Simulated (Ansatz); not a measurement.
Reaction (homolysis of the Al–Si bond): `[F][Al]([F])[SiH3]` → `[F][Al][F]`• + `[SiH3]`•

Calculated with Ansatz (gas phase, PBE0-D4/def2-TZVP geometries, no zero-point term in ΔE). CCSD(T)/CBS adds triple-zeta CCSD(T) − MP2 to the extrapolated MP2 energy (def2 sets, frozen cores). This one scheme is used for every species. Functionals use def2-TZVPP. B3LYP here is the variant with VWN-RPA as its local correlation; programs differ in this. HSE06 is defined as in plane-wave codes. No spin–orbit coupling; open shells (•) take unrestricted orbitals.

`[F][Al]([F])[SiH3]`:

```xyz
7

F     0.874   -2.490    0.068
Al   -0.284   -1.331   -0.057
F    -1.832   -1.844   -0.261
Si    0.237    1.040    0.047
H    -0.185    1.701   -1.217
H     1.694    1.257    0.245
H    -0.504    1.666    1.175
```

`[F][Al][F]`•:

Z-matrix (Å, degrees):
```
Al
F 1 1.647
F 1 1.647 2 119.7
```

`[SiH3]`•:

```xyz
4

Si   -0.202   -0.009   -0.270
H    -0.517    1.231    0.487
H     1.201    0.000   -0.760
H    -0.482   -1.221    0.543
```

| level | ΔE (kJ/mol) | difference from CCSD(T)/CBS |
| --- | --- | --- |
| PBE-D4 | 295.4 | -18.0 |
| revPBE-D4 | 283.1 | -30.3 |
| BLYP-D4 | 286.9 | -26.5 |
| r2SCAN-D4 | 285.9 | -27.5 |
| B97M-V | 310.3 | -3.1 |
| PBE0-D4 | 298.4 | -15.0 |
| B3LYP-D4 | 295.1 | -18.3 |
| r2SCANh-D4 | 286.6 | -26.8 |
| r2SCAN0-D4 | 287.6 | -25.8 |
| BHLYP-D4 | 299.8 | -13.6 |
| CAM-B3LYP-D4 | 299.1 | -14.3 |
| ωB97M-V | 315.7 | 2.3 |
| B2PLYP | 294.3 | -19.1 |
| PBE-QIDH | 300.7 | -12.7 |
| PBE | 290.8 | -22.6 |
| revPBE | 275.3 | -38.1 |
| BLYP | 278.0 | -35.4 |
| r2SCAN | 284.7 | -28.7 |
| PBE0 | 294.3 | -19.1 |
| B3LYP | 287.7 | -25.7 |
| r2SCANh | 285.2 | -28.2 |
| r2SCAN0 | 286.1 | -27.3 |
| HSE06 | 294.6 | -18.8 |
| BHLYP | 292.3 | -21.1 |
| CAM-B3LYP | 294.7 | -18.7 |
| LC-ωPBE | 293.6 | -19.8 |
| RPA@PBE/def2-TZVPP | 286.0 | -27.4 |
| HF/def2-SVP | 230.3 | -83.1 |
| MP2/def2-SVP | 291.8 | -21.6 |
| CCSD/def2-SVP | 296.2 | -17.2 |
| CCSD(T)/def2-SVP | 299.2 | -14.2 |
| HF/def2-TZVPP | 219.5 | -93.9 |
| MP2/def2-TZVPP | 294.9 | -18.5 |
| SCS-MP2/def2-TZVPP | 301.4 | -12.0 |
| CCSD/def2-TZVPP | 299.4 | -14.0 |
| CCSD(T)/def2-TZVPP | 303.8 | -9.6 |
| HF/def2-QZVPP | 217.6 | -95.8 |
| MP2/def2-QZVPP | 299.8 | -13.6 |
| MP2/CBS(def2) | 304.6 | -8.8 |
| CCSD/CBS(def2) | 309.1 | -4.3 |
| CCSD(T)/CBS | 313.4 | 0 |

Largest T1 diagnostic among the species: 0.015.

In def2-TZVPP, CCSD(T) changes the Hartree–Fock value by +84.3 kJ/mol (the triples alone add +4.3 kJ/mol) and MP2 by +75.4 kJ/mol; breaking electron pairs costs correlation energy, which Hartree–Fock lacks. From PBE to PBE0 (25 % exact exchange), in def2-TZVPP and without D4, ΔE moves by +3.5 kJ/mol.
